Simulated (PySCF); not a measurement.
Cu(NH3)2 (CuH6N2), SMILES [NH3]->[Cu+]<-[NH3], charge +1, multiplicity 1.

Geometry optimised at B3LYP-D3(BJ)/def2-SVP. The multiplicity is an assumed one; other spin states were not compared.

Method: TDDFT-M06-2X/def2-SVPD (PySCF 2.14.0).

Vertical excitations; the highest root listed may be one member of a degenerate set. The molecule is in vacuum. State labels are in the subgroup C2.

Computed UV-visible absorptions:
```
state  symmetry  energy (eV)  λ (nm)      f                                   main pairs
-----  --------  -----------  ------  -----  -------------------------------------------
S1            A         6.18     201  0.000                               HOMO→LUMO 88 %
S2            B         6.28     198  0.000  HOMO−1→LUMO, HOMO−1→LUMO+9 (degenerate set)
S3            A         6.28     198  0.000  HOMO−2→LUMO, HOMO−2→LUMO+9 (degenerate set)
S4            B         6.59     188  0.000  HOMO−3→LUMO, HOMO−3→LUMO+9 (degenerate set)
S5            A         6.59     188  0.000  HOMO−4→LUMO, HOMO−4→LUMO+9 (degenerate set)
S6            B         7.03     176  0.085                 HOMO→LUMO+1 (degenerate set)
S7            A         7.03     176  0.085                 HOMO→LUMO+2 (degenerate set)
S8            B         7.76     160  0.005                             HOMO→LUMO+3 92 %
S9            A         7.81     159  0.000       HOMO−1→LUMO+1 43 %, HOMO−2→LUMO+2 43 %
S10           A         7.96     156  0.000       HOMO−2→LUMO+2 45 %, HOMO−1→LUMO+1 45 %
T1            A         5.11     243      0             HOMO→LUMO 73 %, HOMO→LUMO+9 18 %
T2            A         6.00     207      0  HOMO−2→LUMO, HOMO−2→LUMO+9 (degenerate set)
T3            B         6.00     207      0  HOMO−1→LUMO, HOMO−1→LUMO+9 (degenerate set)
T4            B         6.07     204      0         HOMO−3→LUMO 72 %, HOMO−3→LUMO+9 19 %
```
Triplets are in the Tamm–Dancoff approximation, which puts them higher than full response would, so one can lie above its singlet here.
